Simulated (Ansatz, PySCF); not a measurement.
Breaking the I1–I2 bond in I2 (multiplicity 1 held). Energies count from the point at 2.695 Å.


Restricted levels (R-, RO-) in cc, def2 and unpolarised 6-31G sets keep to the state of the molecule at rest. U- levels take the lowest unrestricted solution at each point, which mixes spins at long bonds. Active spaces are followed from rest. Curves can end on different states.

Cores are frozen in the correlated methods. Filled d and f shells under p-block atoms count as core. Rows in 3-21G carry no dispersion term and start afresh at each structure; the Pople sets are all-electron and without relativity.

Run with Ansatz (Gaussian orbitals); PySCF for 3-21G rows. Values without a source in brackets are computed. In def2 rows elements past Kr take small-core potentials, without spin–orbit coupling.

```
level                                    energy at R = 10.779 Å (eV)
---------------------------------------  ---------------------------
R-HF/3-21G                                                     4.569
U-B3LYP/def2-TZVPP                                             1.866
R-wB97X-V/def2-TZVPP                                           5.361
U-wB97X-V/def2-TZVPP                                           1.912
U-CCSD/def2-TZVPP                                              1.607
U-CCSD(T)/def2-TZVPP                                           1.739
CASSCF(14,8)/def2-TZVPP                                        1.368
FIC-MRCISD on CASSCF(14,8)/def2-TZVPP                            ___
FIC-MRCISD+Q on CASSCF(14,8)/def2-TZVPP                        1.717
```

**Question.** What belongs in the gaps?

**Answer.** 
- FIC-MRCISD on CASSCF(14,8)/def2-TZVPP, energy at R = 10.779 Å (eV): 1.671

Doubts at one or more of the structures used: a restricted determinant that unrestricted orbitals would lower (R-HF/3-21G, R-wB97X-V/def2-TZVPP); a spin-contaminated determinant (U-B3LYP/def2-TZVPP, U-wB97X-V/def2-TZVPP, U-CCSD/def2-TZVPP, U-CCSD(T)/def2-TZVPP).

Ansatz is a program for electronic structure.
